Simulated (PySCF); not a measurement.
This PySCF input asks for the NMR shieldings of SMILES C([C@]([SiH2]C=C)(C)Cl)#CC, C₇H₁₁ClSi; the geometry comes from GFN2-xTB.

```python
import basis_set_exchange as bse
import numpy as np
from pyscf import gto, dft
from pyscf.prop import nmr

atoms = """
C    -3.100683   -1.147579    1.168191
C    -1.884168   -1.074433    0.651127
Si   -1.447131   -0.164410   -0.931532
C     0.027221    1.009802   -0.520088
C     0.486929    1.846237   -1.701035
Cl   -0.643112    2.148022    0.747468
C     1.127847    0.304670    0.075025
C     2.038720   -0.270614    0.604606
C     3.145439   -0.975267    1.212917
H    -3.310181   -1.669728    2.089609
H    -3.947274   -0.680661    0.691626
H    -1.068446   -1.558407    1.176335
H    -2.542690    0.673521   -1.418435
H    -0.986800   -1.098510   -1.969095
H     0.886708    1.187932   -2.470309
H     1.266422    2.545525   -1.401414
H    -0.346225    2.407004   -2.117405
H     3.502046   -1.757771    0.542998
H     3.963389   -0.283881    1.415951
H     2.826842   -1.430774    2.150424
"""
names = dict.fromkeys(["C", "Si", "Cl", "H"], "pcSseg-1")
basis = {el: gto.basis.parse(bse.get_basis(n, elements=[el], fmt="nwchem")) for el, n in names.items()}
mol = gto.M(atom=atoms, basis=basis, charge=0, verbose=0)
mf = dft.RKS(mol, xc="PBE0")
mf.grids.level = 2
mf.grids.alignment = dft.numint.BLKSIZE   # the property module wants whole blocks of grid points
mf.conv_tol = 1e-9
mf.kernel()

calc = nmr.RKS(mf)   # GIAO
C = mf.mo_coeff
Co = C[:, mf.mo_occ > 0]
resp = mf.gen_response(singlet=True, hermi=2)
def vind(x):   # induced exchange potential for any number of trial vectors
    d = np.einsum("pi,xij,qj->xpq", C, 2 * x.reshape(-1, C.shape[1], Co.shape[1]), Co, optimize=True)
    return np.einsum("xpq,pi,qj->xij", resp(d - d.transpose(0, 2, 1)), C, Co, optimize=True).ravel()
mo1, _ = nmr.rhf.solve_mo1(calc, with_cphf=vind)
sigma = calc.kernel(mo1)
for i, s in enumerate(sigma):   # ppm
    print("%2d %-2s %9.2f" % (i, mol.atom_pure_symbol(i), np.trace(s) / 3))
```

**Question.** Give the expected output.

**Answer.** 
```
 0 C      41.57
 1 C      47.34
 2 Si    377.16
 3 C     134.81
 4 C     154.68
 5 Cl    664.14
 6 C      98.97
 7 C      93.18
 8 C     181.70
 9 H      25.13
10 H      25.37
11 H      24.94
12 H      27.44
13 H      27.07
14 H      30.08
15 H      29.50
16 H      30.06
17 H      29.62
18 H      29.53
19 H      29.57
```

These numbers come from an equivalent density-fitted implementation of the same equations, which agrees with the script to about 0.01 ppm for H and up to a few tenths of a ppm for heavy atoms, so last digits may differ.

**Question.** Turn these shieldings into chemical shifts. Chemical shifts δ = σref − σ; 13C (186.93 ppm), 29Si (349.16 ppm), 1H (31.72 ppm) against TMS; 35Cl (949.78 ppm) vs HCl, all at this level.

**Answer.** Averaging equivalent atoms: C 0: 145.4; C 1: 139.6; C 7: 93.7; C 6: 88.0; C 3: 52.1; C 4: 32.2; C 8: 5.2; Si 2: -28.0; Cl 5: 286; H 11: 6.78; H 9: 6.59; H 10: 6.34; H 13: 4.64; H 12: 4.28; H 17/18/19: 2.14; H 14/15/16: 1.84 ppm. 

Size and cost of the density-fitted run: 222 basis functions, 100 s wall time on 1 thread of an Arm Neoverse N1, shared host; peak memory 0.97 GiB.
